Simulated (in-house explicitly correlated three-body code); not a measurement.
Computed with an exponentially correlated three-body code. Model: two electrons around a point charge, non-relativistic, variational in 260 exponentially correlated functions (energies converged to about 1e-7 hartree, or 1e-8 relative for large Z).

Command:
```bash
python run_hyl.py task.json out
```
Settings (lengths in bohr, energies in hartree):
```
Z                      9
screening              4.5
interaction_strength   1
functions              260
states_tried           1
```

Cost of the run: 5.9 s on 1 thread of Intel(R) Xeon(R) Platinum 8375C CPU @ 2.90GHz (Ice Lake), on a shared host.

**Ground state only, binding against the one-electron ion.**

Given: nuclear charge 9; Yukawa screening of all interactions 4.5 1/bohr.

Computed: one-electron threshold -11.9974788 hartree.

```json
{"term": "1 1S", "energy (hartree)": "-21.9776595", "binding (eV)": "271.57"}
```

**Converged states only, values per electron or pair (inverse distances are <exp(-kr)/r>).**

```tsv
term	mean r (bohr)	mean r squared (bohr²)	mean inverse r (1/bohr)	mean r12 (bohr)	mean inverse r12 (1/bohr)	mean cosine	mean p1 dot p2 (bohr⁻²)	delta r1 (bohr⁻³)	delta r12 (bohr⁻³)
1 1S	0.21158	0.062806	4.476	0.31425	1.9053	-0.011846	0.63596	160.8	14.828
```

**Static dipole response.**

```tsv
state	polarisability (bohr³)
1 1S	0.0043005
```
